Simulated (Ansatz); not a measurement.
Reaction (formal exchange of groups at a C–Sn bond): `CC[CH2][SnH3]` + `CCS` → `CCCCCS` + `[SnH4]`

Calculated with Ansatz (gas phase, PBE0-D4/def2-TZVP geometries, no zero-point term in ΔE). CCSD(T)/CBS is the MP2 limit (def2-TZVPP, def2-QZVPP) plus CCSD(T) − MP2 in def2-TZVPP, frozen cores. DFT in def2-TZVPP. B3LYP here is the variant with VWN-RPA as its local correlation; programs differ in this. def2 core potentials past Kr. For Sn outer-core shells are correlated without core-valence functions, which leaves a few kJ/mol of doubt a bond. One conformer a species, not always the lowest.

Task: Is it downhill or uphill in electronic energy at CCSD(T)/CBS, and by how much? (Estimate.)

Result: Ansatz gave: Uphill: ΔE = +21.0 kJ/mol.

Task: What do these levels give: PBE-D4, PBE0-D4, B3LYP-D4, ωB97X-V, B2PLYP, PBE, r2SCAN, B3LYP, HF/def2-QZVPP, HF/CBS(def2), MP2/CBS(def2), CCSD/CBS(def2)? (Best estimate.)

Result: The calculation gave: PBE-D4 15.8, PBE0-D4 13.0, B3LYP-D4 15.6, ωB97X-V 10.8, B2PLYP 19.5, PBE 19.5, r2SCAN 16.2, B3LYP 20.7, HF/def2-QZVPP 15.0, HF/CBS(def2) 15.1, MP2/CBS(def2) 25.3, CCSD/CBS(def2) 20.8 kJ/mol.

Largest T1 diagnostic among the species: 0.013.

From PBE to PBE0 (25 % exact exchange), in def2-TZVPP and without D4, ΔE moves by −3.2 kJ/mol. The D4 term adds −5.1 kJ/mol with B3LYP and −3.3 kJ/mol with PBE0; it sums over pairs of atoms, weighted by their polarisabilities, and B3LYP, whose exchange is more repulsive, gets the larger term.
